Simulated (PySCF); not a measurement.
## Phosphorus: a sound run and one with changed settings

Sound run: P+ [Ne] 3s2 3p2, P(2+) [Ne] 3s2 3p1. Calculation: PySCF 2.14, in x2c-TZVPall (5s5p2d1f, 37 functions); scalar relativity by spin-free X2C-1e. The sound run starts from symmetry-adapted Hartree-Fock orbitals and uses a fine grid where one is needed.

Changed run: radial step 1.2 in ln r (0.13 in the sound run). This setting is unsound on purpose.

| species | method | sound run (hartree) | changed run (hartree) | converged |
| --- | --- | --- | --- | --- |
| P+ | UHF | -341.16228 | -341.16228 | yes |
| P+ | B3LYP | -341.72329 | -343.23999 | yes |
| P+ | M06-L | -341.68292 | -344.43736 | yes |
| P(2+) | UHF | -340.45849 | -340.45849 | yes |
| P(2+) | B3LYP | -340.99808 | -342.54205 | yes |
| P(2+) | M06-L | -340.96187 | -343.68574 | yes |

Ionisation energy of P+:

```csv
method,sound run (eV),changed run (eV)
UHF,19.151,19.151
B3LYP,19.734,18.992
M06-L,19.621,20.452
```

A coarse radial grid mis-integrates the density and the exchange-correlation energy, with errors of either sign; Hartree-Fock needs no grid.

For comparison, NIST gives 19.769 eV between the lowest levels.
